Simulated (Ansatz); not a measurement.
Consider the formal hydrolysis of a Ge–N bond: `[NH2][Ge][OH]` + H₂O → `[OH][Ge][OH]` + NH₃.

Gas-phase electronic energies from Ansatz, PBE0-D4/def2-TZVP geometries. CCSD(T)/CBS is the MP2 limit (def2-TZVPP, def2-QZVPP) plus CCSD(T) − MP2 in def2-TZVPP, frozen cores. This one scheme is used for every species. Functionals use def2-TZVPP. For Ge outer-core shells are correlated without core-valence functions, which leaves a few kJ/mol of doubt a bond. Scalar relativity is left out up to krypton. Each species was taken in one conformer, which may not be the lowest.

`[NH2][Ge][OH]`:

Z-matrix (Å, degrees):
```
N
Ge 1 1.829
H 1 1.009 2 127.3
H 1 1.008 2 121.0 3 -179.9
O 2 1.793 1 99.4 3 0.0
H 5 0.961 2 116.5 1 -0.1
```

H₂O:

```xyz
3

O    -0.330    0.052   -0.200
H    -0.065    0.487    0.614
H     0.395   -0.539   -0.414
```

`[OH][Ge][OH]`:

Z-matrix (Å, degrees):
```
O
Ge 1 1.790
H 1 0.961 2 118.8
O 2 1.790 1 102.4 3 0.1
H 4 0.961 2 118.8 1 -0.1
```

NH₃:

```xyz
4

N     0.202   -0.193   -0.032
H     0.585    0.720    0.178
H    -0.359   -0.096   -0.869
H    -0.429   -0.431    0.723
```

```json
{"level": "BLYP-D4", "ΔE (kcal/mol)": "-7.5"}
{"level": "B97M-V", "ΔE (kcal/mol)": "-7.8"}
{"level": "CAM-B3LYP-D4", "ΔE (kcal/mol)": "-7.0"}
{"level": "LC-ωPBE", "ΔE (kcal/mol)": "-6.3"}
{"level": "RPA@PBE/def2-TZVPP", "ΔE (kcal/mol)": "-6.1"}
{"level": "HF/def2-SVP", "ΔE (kcal/mol)": "-5.9"}
{"level": "MP2/def2-TZVPP", "ΔE (kcal/mol)": "-5.8"}
{"level": "MP2/CBS(def2)", "ΔE (kcal/mol)": "-5.4"}
```

Problem. What does CCSD(T)/CBS give? (Estimate.)

Solution. The calculation gave: -5.5 kcal/mol. The listed levels differ from it by -2.0, -2.3, -1.5, -0.8, -0.6, -0.4, -0.3, 0.1 kcal/mol.

Largest T1 diagnostic among the species: 0.015.

From PBE to PBE0 (25 % exact exchange), in def2-TZVPP and without D4, ΔE moves by +0.9 kcal/mol. At CCSD(T), def2-SVP lies −1.0 kcal/mol from the extrapolated value and def2-TZVPP −0.4 kcal/mol. In def2-TZVPP, CCSD(T) changes the Hartree–Fock value by +0.8 kcal/mol (the triples alone add −0.1 kcal/mol) and MP2 by +0.8 kcal/mol.
